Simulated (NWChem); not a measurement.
System: N-methylmethanimine (C$_{2}$H$_{5}$N); SMILES C=NC

The following NWChem deck was run.

```
start job
memory heap 200 mb stack 900 mb global 1100 mb
geometry units angstroms noautoz
  C     -0.122495     1.141353     0.000000
  N      0.547600    -0.137825     0.000000
  C     -0.164694    -1.193245     0.000000
  H      0.204127     1.725870     0.886535
  H      0.204127     1.725870    -0.886535
  H     -1.240206     1.083396     0.000000
  H     -1.285687    -1.186507     0.000000
  H      0.329091    -2.185786     0.000000
end
basis spherical
  C library 6-31g*
  N library 6-31g*
  H library 6-31g*
end
dft
  xc pbe0
  iterations 150
end
task dft gradient
```

Output (shortened):

```
             Northwest Computational Chemistry Package (NWChem) 7.3.0
             --------------------------------------------------------

 CS  symmetry detected

                             Geometry "geometry" -> ""
                             -------------------------

 Output coordinates in angstroms (scale by  1.889725989 to convert to a.u.)

  No.       Tag          Charge          X              Y              Z
 ---- ---------------- ---------- -------------- -------------- --------------
    1 C                    6.0000    -0.13200016     1.14652788     0.00000000
    2 N                    7.0000     0.53374848    -0.13491756     0.00000000
    3 C                    6.0000    -0.18212431    -1.18791341     0.00000000
    4 H                    1.0000     0.19660425     1.72993271     0.88653500
    5 H                    1.0000     0.19660425     1.72993271    -0.88653500
    6 H                    1.0000    -1.24990147     1.09236557     0.00000000
    7 H                    1.0000    -1.30308797    -1.17736995     0.00000000
    8 H                    1.0000     0.30828841    -2.18212497     0.00000000

 Effective nuclear repulsion energy (a.u.)      71.6672576634

      Symmetry information
      --------------------

 Group name             Cs
 Group number              2
 Group order               2
 No. of unique centers     7

                                 NWChem DFT Module
                                 -----------------

 Summary of "ao basis" -> "ao basis" (spherical)
 ------------------------------------------------------------------------------
       Tag                 Description            Shells   Functions and Types
 ---------------- ------------------------------  ------  ---------------------
 C                           6-31g*                  6       14   3s2p1d
 N                           6-31g*                  6       14   3s2p1d
 H                           6-31g*                  2        2   2s

      Symmetry analysis of basis
      --------------------------

        a'         38
        a"         14

            General Information
            -------------------
          SCF calculation type: DFT
          Wavefunction type:  closed shell.
          No. of atoms     :     8
          No. of electrons :    24
           Alpha electrons :    12
            Beta electrons :    12
          Charge           :     0
          Spin multiplicity:     1
          Use of symmetry is: on ; symmetry adaption is: on
          Maximum number of iterations: 150
          AO basis - number of functions:    52
                     number of shells:    28
          Convergence on energy requested:  1.00D-06
          Convergence on density requested:  1.00D-05
          Convergence on gradient requested:  5.00D-04

              XC Information
              --------------
                         PBE0 Method XC Functional
                     Hartree-Fock (Exact) Exchange  0.250
          PerdewBurkeErnzerhof Exchange Functional  0.750
            Perdew 1991 LDA Correlation Functional  1.000 local
           PerdewBurkeErnz. Correlation Functional  1.000 non-local

             Grid Information
             ----------------
          Grid used for XC integration:  medium
          Radial quadrature: Mura-Knowles
          Angular quadrature: Lebedev.
          Tag              B.-S. Rad. Rad. Pts. Rad. Cut. Ang. Pts.
          ---              ---------- --------- --------- ---------
          C                   0.70       49           9.0       434
          N                   0.65       49           7.0       434
          H                   0.35       45          10.0       434
          Grid pruning is: on
          Number of quadrature shells:   327
          Spatial weights used:  Erf1

      Superposition of Atomic Density Guess
      -------------------------------------

 Sum of atomic energies:        -132.10540924

      Non-variational initial energy
      ------------------------------

 Total energy =    -133.734397
 1-e energy   =    -318.758425
 2-e energy   =     113.356771
 HOMO         =      -0.301299
 LUMO         =       0.000868

      Symmetry analysis of molecular orbitals - initial
      -------------------------------------------------

  Numbering of irreducible representations:

     1 a'          2 a"

  Orbital symmetries:

     1 a'          2 a'          3 a'          4 a'          5 a'
     6 a'          7 a'          8 a'          9 a"         10 a'
    11 a"         12 a'         13 a"         14 a'         15 a'
    16 a'         17 a'         18 a"         19 a'         20 a'
    21 a"         22 a'

   convergence    iter        energy       DeltaE   RMS-Dens  Diis-err
 ---------------- ----- ----------------- --------- --------- ---------
 d= 0,ls=0.0,diis     1   -133.7297550206 -2.05D+02  1.42D-02  3.09D-01
 d= 0,ls=0.0,diis     2   -133.7081746589  2.16D-02  9.38D-03  5.35D-01
 d= 0,ls=0.0,diis     3   -133.7663450630 -5.82D-02  2.06D-03  3.60D-02
 d= 0,ls=0.0,diis     4   -133.7701480531 -3.80D-03  6.18D-04  2.02D-03
 d= 0,ls=0.0,diis     5   -133.7704009116 -2.53D-04  1.16D-04  6.15D-05
  Resetting Diis
 d= 0,ls=0.0,diis     6   -133.7704087685 -7.86D-06  2.96D-05  4.18D-06
 d= 0,ls=0.0,diis     7   -133.7704092550 -4.87D-07  2.30D-05  4.70D-07
 d= 0,ls=0.0,diis     8   -133.7704092043  5.07D-08  1.21D-05  9.49D-07
 d= 0,ls=0.0,diis     9   -133.7704093088 -1.05D-07  1.98D-06  3.71D-08

         Total DFT energy =     -133.770409308823
      One electron energy =     -321.298589044964
           Coulomb energy =      135.247578009448
    Exchange-Corr. energy =      -19.386655936717
 Nuclear repulsion energy =       71.667257663410

 Numeric. integr. density =       23.999994056422

                  Occupations of the irreducible representations
                  ----------------------------------------------

                     irrep           alpha         beta
                     --------     --------     --------
                     a'               10.0         10.0
                     a"                2.0          2.0

                       DFT Final Molecular Orbital Analysis
                       ------------------------------------

 Vector   10  Occ=2.000000D+00  E=-3.856181D-01  Symmetry=a'
              MO Center= -2.0D-01,  2.4D-01,  6.2D-16, r^2= 3.0D+00
   Bfn.  Coefficient  Atom+Function         Bfn.  Coefficient  Atom+Function
  ----- ------------  ---------------      ----- ------------  ---------------
     4      0.280309  1 C  py                32      0.252327  3 C  py
     3      0.240611  1 C  px                47     -0.182629  6 H  s
    51     -0.175469  8 H  s                 18     -0.173435  2 N  py
    52     -0.162478  8 H  s                 48     -0.154264  6 H  s
     8      0.139866  1 C  py                31     -0.139920  3 C  px

 Vector   11  Occ=2.000000D+00  E=-3.105269D-01  Symmetry=a"
              MO Center=  1.4D-01, -1.8D-01, -1.1D-15, r^2= 2.1D+00
   Bfn.  Coefficient  Atom+Function         Bfn.  Coefficient  Atom+Function
  ----- ------------  ---------------      ----- ------------  ---------------
    19      0.384025  2 N  pz                33      0.371963  3 C  pz
    23      0.258603  2 N  pz                37      0.257873  3 C  pz
     5     -0.201744  1 C  pz                44     -0.156616  4 H  s
    46      0.156616  5 H  s                 43     -0.138251  4 H  s
    45      0.138251  5 H  s                  9     -0.083388  1 C  pz

 Vector   12  Occ=2.000000D+00  E=-2.621114D-01  Symmetry=a'
              MO Center=  3.4D-01, -2.0D-01, -1.9D-16, r^2= 1.9D+00
   Bfn.  Coefficient  Atom+Function         Bfn.  Coefficient  Atom+Function
  ----- ------------  ---------------      ----- ------------  ---------------
    17      0.502944  2 N  px                21      0.373143  2 N  px
    20      0.306134  2 N  s                 50      0.240506  7 H  s
    48      0.201474  6 H  s                  3     -0.148717  1 C  px
    16      0.147580  2 N  s                 31     -0.147652  3 C  px
    49      0.143509  7 H  s                 52     -0.140362  8 H  s

 Vector   13  Occ=0.000000D+00  E= 3.384906D-03  Symmetry=a"
              MO Center=  8.6D-02, -6.6D-01,  8.7D-16, r^2= 2.0D+00
   Bfn.  Coefficient  Atom+Function         Bfn.  Coefficient  Atom+Function
  ----- ------------  ---------------      ----- ------------  ---------------
    37      0.606150  3 C  pz                23     -0.538613  2 N  pz
    19     -0.444541  2 N  pz                33      0.436499  3 C  pz
    44      0.196136  4 H  s                 46     -0.196136  5 H  s
    43      0.074668  4 H  s                 45     -0.074668  5 H  s
     9     -0.038132  1 C  pz                11      0.027714  1 C  d -1

 Vector   14  Occ=0.000000D+00  E= 1.172766D-01  Symmetry=a'
              MO Center= -6.2D-01,  1.7D-02,  1.3D-15, r^2= 5.2D+00
   Bfn.  Coefficient  Atom+Function         Bfn.  Coefficient  Atom+Function
  ----- ------------  ---------------      ----- ------------  ---------------
     6      1.424979  1 C  s                 34      1.014127  3 C  s
    50     -0.954165  7 H  s                 48     -0.902857  6 H  s
    52     -0.788789  8 H  s                 44     -0.688947  4 H  s
    46     -0.688947  5 H  s                 36     -0.462702  3 C  py
     8      0.434900  1 C  py                35     -0.409890  3 C  px

 Vector   15  Occ=0.000000D+00  E= 1.498454D-01  Symmetry=a'
              MO Center= -2.9D-01,  4.3D-01,  5.7D-17, r^2= 5.8D+00
   Bfn.  Coefficient  Atom+Function         Bfn.  Coefficient  Atom+Function
  ----- ------------  ---------------      ----- ------------  ---------------
     6      1.719013  1 C  s                 34     -1.385478  3 C  s
    50      1.117761  7 H  s                 44     -1.079245  4 H  s
    46     -1.079245  5 H  s                 52      0.559038  8 H  s
     8      0.417616  1 C  py                 7      0.373942  1 C  px
    22     -0.318330  2 N  py                35      0.290716  3 C  px

     Multipole analysis of the density
     ---------------------------------

     L   x y z        total         alpha         beta         nuclear
     -   - - -        -----         -----         ----         -------
     0   0 0 0     -0.000000    -12.000000    -12.000000     24.000000

     1   1 0 0     -0.571514     -0.285757     -0.285757      0.000000
     1   0 1 0      0.015001      0.007501      0.007501      0.000000
     1   0 0 1     -0.000000     -0.000000     -0.000000      0.000000

     2   2 0 0    -15.405545    -17.934608    -17.934608     20.463670
     2   1 1 0      0.388585      0.083019      0.083019      0.222547
     2   1 0 1      0.000000      0.000000      0.000000      0.000000
     2   0 2 0    -11.911445    -59.178637    -59.178637    106.445829
     2   0 1 1     -0.000000     -0.000000     -0.000000      0.000000
     2   0 0 2    -14.591342    -10.102329    -10.102329      5.613315

            General Information
            -------------------
          SCF calculation type: DFT
          Wavefunction type:  closed shell.
          No. of atoms     :     8
          No. of electrons :    24
           Alpha electrons :    12
            Beta electrons :    12
          Charge           :     0
          Spin multiplicity:     1
          Use of symmetry is: on ; symmetry adaption is: on
          Maximum number of iterations: 150
          AO basis - number of functions:    52
                     number of shells:    28
          Convergence on energy requested:  1.00D-06
          Convergence on density requested:  1.00D-05
          Convergence on gradient requested:  5.00D-04

              XC Information
              --------------
                         PBE0 Method XC Functional
                     Hartree-Fock (Exact) Exchange  0.250
          PerdewBurkeErnzerhof Exchange Functional  0.750
            Perdew 1991 LDA Correlation Functional  1.000 local
           PerdewBurkeErnz. Correlation Functional  1.000 non-local

             Grid Information
             ----------------
          Grid used for XC integration:  medium
          Radial quadrature: Mura-Knowles
          Angular quadrature: Lebedev.
          Tag              B.-S. Rad. Rad. Pts. Rad. Cut. Ang. Pts.
          ---              ---------- --------- --------- ---------
          C                   0.70       49           9.0       434
          N                   0.65       49           7.0       434
          H                   0.35       45          10.0       434
          Grid pruning is: on
          Number of quadrature shells:   327
          Spatial weights used:  Erf1

          Convergence Information
          -----------------------
          Convergence aids based upon iterative change in
          total energy or number of iterations.
          Levelshifting, if invoked, occurs when the
          HOMO/LUMO gap drops below (HL_TOL):  1.00D-02
          DIIS, if invoked, will attempt to extrapolate
          using up to (NFOCK): 10 stored Fock matrices.

                    Damping( 0%)  Levelshifting(0.5)       DIIS
                  --------------- ------------------- ---------------
          dE  on:    start            ASAP                start
          dE off:    2 iters        150 iters           150 iters

                            NWChem DFT Gradient Module
                            --------------------------

  charge          =   0.00
  wavefunction    = closed shell

  Using symmetry

                         DFT ENERGY GRADIENTS

    atom               coordinates                        gradient
                 x          y          z           x          y          z
   1 C      -0.249444   2.166624   0.000000    0.003792  -0.007098   0.000000
   2 N       1.008638  -0.254957   0.000000    0.007189   0.010224   0.000000
   3 C      -0.344165  -2.244831   0.000000    0.000327  -0.004695   0.000000
   4 H       0.371528   3.269099   1.675308    0.002760   0.005896   0.006664
   5 H       0.371528   3.269099  -1.675308    0.002760   0.005896  -0.006664
   6 H      -2.361971   2.064272   0.000000   -0.009657   0.000141   0.000000
   7 H      -2.462479  -2.224907   0.000000   -0.011563   0.000110   0.000000
   8 H       0.582581  -4.123618   0.000000    0.004392  -0.010473   0.000000
```

Level: PBE0/6-31G* (spherical d). The geometry was optimised at PBE-D3(BJ)/def2-SVP.
